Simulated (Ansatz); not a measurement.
# A geometry optimisation of BH9O2Si3 with PBE0-D3(BJ)/def2-SVP

The starting geometry of this gas-phase singlet was optimised with GFN2-xTB.

```xyz
15

B     0.7997   -1.8563   -0.3869
O    -0.8204   -0.0272    1.3326
O     0.0117    1.6308   -0.5526
Si    0.1368   -1.3980    1.4034
Si   -1.1082    1.3742    0.6365
Si    1.2475    0.9794   -1.3246
H     0.0142   -2.1505   -1.2189
H     1.8415   -2.4038   -0.4898
H    -0.8009   -2.3120    2.0827
H     1.1076   -1.0130    2.4522
H    -0.8837    2.4584    1.5786
H    -2.3817    1.3200   -0.0640
H     2.4912    1.5647   -0.8292
H     1.0047    1.1681   -2.7515
H     1.2509   -0.5050   -0.9862
```

**Question.** Predict what it relaxes into with PBE0-D3(BJ)/def2-SVP.

**Answer.** A new bond forms, giving a structure with H7 bridging B1 and Si6, H15 bridging Si6 and B1, given below by its coordinates. Distances that change by over a tenth: B1–H15 (1.55 → 1.24 Å), Si6–H7 (3.37 → 1.84 Å), Si6–H15 (1.52 → 1.84 Å). Contacts that close: B1–Si6 (3.02 → 2.13 Å).

The energy falls by 0.95 eV over 39 steps:

```json
{"step": "1", "E − E(last) (eV)": "0.949"}
{"step": "5", "E − E(last) (eV)": "0.468"}
{"step": "9", "E − E(last) (eV)": "0.112"}
{"step": "14", "E − E(last) (eV)": "0.021"}
{"step": "18", "E − E(last) (eV)": "0.004"}
{"step": "22", "E − E(last) (eV)": "0.001"}
{"step": "26", "E − E(last) (eV)": "0.001"}
{"step": "31", "E − E(last) (eV)": "0.000"}
{"step": "35", "E − E(last) (eV)": "0.000"}
{"step": "39", "E − E(last) (eV)": "0.000"}
```

Final geometry (Å):

```tsv
atom	x (Å)	y (Å)	z (Å)
B	1.1987	-1.2214	-0.2539
O	-0.8525	-0.0111	1.4872
O	-0.1074	1.4350	-0.6821
Si	0.0762	-1.4156	1.4046
Si	-1.1001	1.3904	0.6610
Si	1.0306	0.5309	-1.4605
H	0.2455	-1.0820	-1.0295
H	2.0005	-2.0230	-0.6683
H	-0.8582	-2.5816	1.3668
H	0.8738	-1.5123	2.6650
H	-0.7554	2.5524	1.5205
H	-2.5076	1.4587	0.1895
H	2.3233	1.2658	-1.5579
H	0.6019	0.2088	-2.8509
H	1.7417	-0.1650	0.0913
```

No frequencies were run, so the end isn't proven a minimum. Run with Ansatz 0.2.0, 96 s on 4 threads of Arm Neoverse V1, on a shared host.
